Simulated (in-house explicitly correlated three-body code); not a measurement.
Computed with an exponentially correlated three-body code. Model: two electrons around a point charge, non-relativistic, variational in 260 exponentially correlated functions (energies converged to about 1e-7 hartree, or 1e-8 relative for large Z).

For two electrons in a singlet the Kohn-Sham orbital is the square root of half the density, so the exact Kohn-Sham potential and energy parts follow from the density alone, and exchange is minus half the Hartree energy. The Kohn-Sham level equals minus the binding energy of the second electron.

Command:
```bash
python run_hyl.py task.json out
```
Settings (lengths in bohr, energies in hartree):
```
Z                      0.945
interaction_strength   1
functions              260
states_tried           1
```

Cost of the run: 7.1 s on 1 thread of Intel(R) Xeon(R) Platinum 8488C (Sapphire Rapids), on a shared host.

**Ground state only, binding against the one-electron ion.**

Given: nuclear charge 0.945.

Computed: one-electron threshold -0.4465125 hartree.

```
term  energy (hartree)  binding (eV)
1 1S      -0.455867741       0.25457
```

**Exact Kohn-Sham parts of the ground state from its density.**

Computed: total energy -0.455867741 hartree; exchange energy -0.33635 hartree; DFT correlation energy -0.044384 hartree; kinetic part of the DFT correlation energy 0.026607 hartree; potential part of the DFT correlation energy -0.070991 hartree; exact minus restricted Hartree-Fock -0.040312 hartree; Kohn-Sham level -0.25457 eV; restricted Hartree-Fock level -0.75668 eV.

(1) What is the Hartree energy?

(2) What is the Kohn-Sham kinetic?

**Functionals on the exact density and self-consistent, errors are functional minus exact, hybrids only self-consistent, a dash where a self-consistent run leaves the top level unbound.**

| result | exchange error (millihartree) | correlation error (millihartree) | functional driven error (millihartree) | self consistent total error (millihartree) | top level plus exact binding (eV) |
| --- | --- | --- | --- | --- | --- |
| r2SCAN | -14.472 | 16.035 | 1.5629 | - | - |
| LDA VWN5 | 35.16 | -22.791 | 12.37 | - | - |
| OLYP | -18.242 | 16.777 | -1.4649 | - | - |
| LDA PW92 | 35.16 | -22.815 | 12.346 | - | - |
| revTPSS | -14.035 | 10.541 | -3.4938 | - | - |
| BLYP | ? | ? | ? | - | - |
| PBE | -15.482 | 16.205 | 0.72321 | - | - |
| wB97X | - | - | - | 0.39878 | -0.63905 |
| PBEsol | 2.6635 | 9.0336 | 11.697 | - | - |
| RPBE | ? | ? | ? | - | - |
| M06-L | -11.964 | 15.839 | 3.8754 | - | - |

(3) What belongs in the row BLYP?

(4) What belongs in the row RPBE?

**Density and exact potentials over r, pair density (one pair, times 4 pi r12^2) and exact minus Kohn-Sham pair density over r12.**

```csv
radius (bohr),radial density (electrons/bohr),exchange potential (hartree),intracule density (1/bohr),Coulomb hole against Kohn-Sham (1/bohr),correlation potential (hartree)
0.258,0.13934,-0.60795,0.0017615,-0.00659,-0.071
0.315,0.18697,-0.60175,0.0027205,-0.009546,-0.065
0.385,?,?,?,?,?
0.47,0.3136,-0.58178,0.0065505,-0.01936,-0.049
0.575,0.38847,-0.56655,0.010203,-0.02688,-0.038
0.703,0.4625,-0.547,0.015809,-0.03624,-0.023
0.859,0.52585,-0.52261,0.024259,-0.04693,-0.006
1.05,0.56725,-0.49305,0.036704,-0.0576,0.013
1.28,0.57644,-0.45904,0.053981,-0.06551,0.033
1.57,?,?,?,?,?
1.92,0.48658,-0.37799,0.10589,-0.05828,0.063
2.34,0.40547,-0.33575,0.13518,-0.03831,0.067
2.86,0.31793,-0.29333,0.16,-0.01018,0.061
3.5,0.23739,-0.25259,0.17155,0.01714,0.045
4.28,0.17076,-0.21505,0.16314,0.03314,0.027
5.23,0.1182,-0.18134,0.13535,0.03345,0.013
6.39,0.077645,-0.15161,0.096888,0.02273,0.006
7.81,0.04745,-0.12582,0.059763,0.01018,0.002
9.54,0.026517,-0.1039,0.03223,0.002208,0.001
11.7,0.013061,-0.085141,0.015151,-0.0007558,0
14.3,0.0056809,-0.069826,0.0063639,-0.001002,0
17.4,0.0021496,-0.057443,0.0023582,-0.0005802,0
21.3,0.00064774,-0.046942,0.00070126,-0.0002261,0
26,0.00015653,-0.03846,0.00016797,-6.473e-05,0
```

(5) What belongs in the row 0.385?

(6) What belongs in the row 1.57?

## Answers

(1) 0.67269 hartree.

(2) 0.42926 hartree.

(3) exchange error (millihartree): -18.588; correlation error (millihartree): 16.777; functional driven error (millihartree): -1.811.

(4) exchange error (millihartree): -22.58; correlation error (millihartree): 16.205; functional driven error (millihartree): -6.3753.

(5) radial density (electrons/bohr): 0.24564; exchange potential (hartree): -0.59321; intracule density (1/bohr): 0.0042234; Coulomb hole against Kohn-Sham (1/bohr): -0.01371; correlation potential (hartree): -0.058.

(6) radial density (electrons/bohr): 0.54812; exchange potential (hartree): -0.4197; intracule density (1/bohr): 0.077621; Coulomb hole against Kohn-Sham (1/bohr): -0.06707; correlation potential (hartree): 0.051.

The correlation energy of density-functional theory lies 4.1 millihartree below exact minus Hartree-Fock, because the Hartree-Fock density, unlike the exact one, minimises the Hartree-Fock energy.
